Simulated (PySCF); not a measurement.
Species: C7H8ClP.
SMILES with atom numbers: `[CH3:1][c:2]1[cH:3][c:4]([Cl:5])[cH:6][p:7][c:8]1[CH3:9]`

Structure used (GFN2-xTB), in Å, numbered top down from 1:
```
atom  x, y, z in Å
C1    -1.0230    1.5042   -0.7256
C2    -0.0502    0.4785   -0.2220
C3     1.3078    0.7633   -0.3099
C4     2.2973   -0.1041    0.1195
Cl5    3.9507    0.4097   -0.0626
C6     2.0594   -1.3387    0.6775
P7     0.4790   -1.9954    0.9301
C8    -0.5309   -0.7142    0.3117
C9    -2.0105   -0.9635    0.3824
H10   -0.5010    2.3763   -1.1094
H11   -1.6377    1.0894   -1.5235
H12   -1.6911    1.8237    0.0731
H13    1.6123    1.7085   -0.7342
H14    2.9009   -1.9462    0.9820
H15   -2.5048   -0.2023    0.9859
H16   -2.4571   -0.9401   -0.6116
H17   -2.2081   -1.9373    0.8266
```

NICS = −σ at a ghost point: NICS(0) at the centroid of the ring atoms, NICS(1) 1 Å to either side along the normal of their mean plane, zz for the tensor component along that normal. Level: GIAO PBE0/pcSseg-1 (PySCF, non-relativistic, gas phase) on the GFN2-xTB geometry, one conformer.

Ring bond lengths (Å), with Mayer bond orders in brackets: C2–C3 1.390 (1.42), C3–C4 1.384 (1.33), C4–C6 1.376 (1.43), C6–P7 1.730 (1.31), P7–C8 1.745 (1.32), C8–C2 1.392 (1.36).

Q: What do the NICS probes read (ppm)?

A: 
```json
{"ring": "C2–C3–C4–C6–P7–C8", "type": "6-membered ring with P; formal bonds all aromatic", "NICS(0)": "-7.9", "NICS(1), two faces": "-10.3 / -10.3", "NICS(1)zz, two faces": "-24.4 / -24.4", "rms pucker (Å)": "0.00", "centre to ring atoms, mean (Å)": "1.50"}
```

Q: What can be read from them?

A: 
- C2–C3–C4–C6–P7–C8: mean NICS(1)zz -24.4 ppm, shielded.

Q: What does the geometric index give? HOMA takes Krygowski's 1993 parameters.

A: 
- C2–C3–C4–C6–P7–C8: HOMA 0.93; the largest term is that of P7–C8, α(R − Ropt)² = 0.26.

The run took 44 s wall (grids of density and orbitals included) on AMD EPYC 7R43, one thread, shared host with 256 logical CPUs at a one-minute load of 74, and the process peaked at 0.92 GiB of memory. This is the whole shielding run at PBE0/pcSseg-1, SCF included.
